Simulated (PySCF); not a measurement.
## Dipole moment and polarisability of TeOCl2

Species: TeOCl2.
Cartesian coordinates in Å at the PBE0-D3(BJ)/def2-SVP level; atoms count from 1:
```
atom  x, y, z in Å
Te1    0.1650    0.0003    0.7348
O2     1.7991   -0.0177   -0.0135
Cl3   -0.9651    1.7820   -0.3644
Cl4   -0.9990   -1.7646   -0.3570
```

Level: B3LYP/def2-SVPD (PySCF), static field, nuclei fixed, core orbitals frozen in the response. The polarisability tensor in these axes (au):

```
x   75.87  0.12  6.62
y    0.12 87.02 -0.12
z    6.62 -0.12 58.62
```

Task: Give the principal values, the mean and the anisotropy Δα = √{½[(α1 − α2)² + (α2 − α3)² + (α1 − α3)²]}.

Result: Principal values 56.38, 78.11 and 87.02 au; mean 73.84 au = 10.94 Å³ = 12.17 × 10⁻⁴⁰ C²·m²/J; Δα = 27.30 au (37 % of the mean).

Task: What is the dipole moment, and where does it point?

Result: (-1.44, 0.02, 3.06) D, 3.38 D in size, pointing from the negative to the positive side. Measured along this direction, the outermost atoms are O2 at the negative end and Te1 at the positive end.

Task: Molar refractivity from α?

Result: Lorentz–Lorenz: R = (4π/3)N_A α = 2.5225 cm³/(mol·Å³) × 10.94 Å³ = 27.6 cm³/mol, in the limit of long wavelengths.

Task: Directions of the eigenvectors, and the extent of the frame along each?

Result: Largest value along (0.01, 1.00, 0.00), where the nuclei span 3.55 Å; middle along (0.95, -0.01, 0.32), 2.75 Å; least along (-0.32, 0.00, 0.95), 1.23 Å. The response follows the extents in order.

Task: What depolarisation ratio follows for Rayleigh scattering of linearly polarised light, taking the static tensor?

Result: ρ = 3Δα²/(45ᾱ² + 4Δα²) = 2235.5/(245330 + 2980.7) = 0.009.

Task: What would n − 1 = 2πNα be for an ideal gas of these molecules at 273.15 K and 1 atm, electronic part alone?

Result: N = p/kT = 2.6868 × 10¹⁹ cm⁻³, so n − 1 = 2π × N × 10.94 × 10⁻²⁴ cm³ = 1847 × 10⁻⁶ at long wavelengths.

Geometry: PBE0-D3(BJ)/def2-SVP; no solvent, vibrations or thermal averaging. Atoms past krypton carry effective core potentials; spin–orbit coupling is left out.

These values come from a run that also computed excited states. Hardware: an Arm Neoverse V1 with one thread, shared host. Cost: 7.5 s wall.
